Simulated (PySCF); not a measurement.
Cartesian coordinates (Å):
```xyz
12

Nb    -0.1289     0.0126     0.0748
F      0.9305     0.6817     1.4763
F     -1.1883    -0.6564    -1.3268
N     -0.3807     1.8594    -0.6165
H      0.0161     2.6952    -0.1919
H     -0.9238     2.0985    -1.4436
N     -1.4081    -0.7356     1.3998
H     -2.2520    -1.2526     1.1611
H     -1.3088    -0.6544     2.4096
N      1.4019    -1.0858    -0.5590
H      1.3758    -1.7023    -1.3687
H      2.3193    -1.1085    -0.1183
```
Charge 0, spin multiplicity 1.

**Question.** Give the HOMO–LUMO gap, dipole moment and HOMO at the level PBE-D3(BJ)/def2-TZVP // r2SCAN-D4/def2-SVP (PySCF 2.14.0).

**Answer.** 
- HOMO–LUMO gap: 2.60 eV
- dipole moment: 0.000 e·Å
- HOMO: -5.67 eV
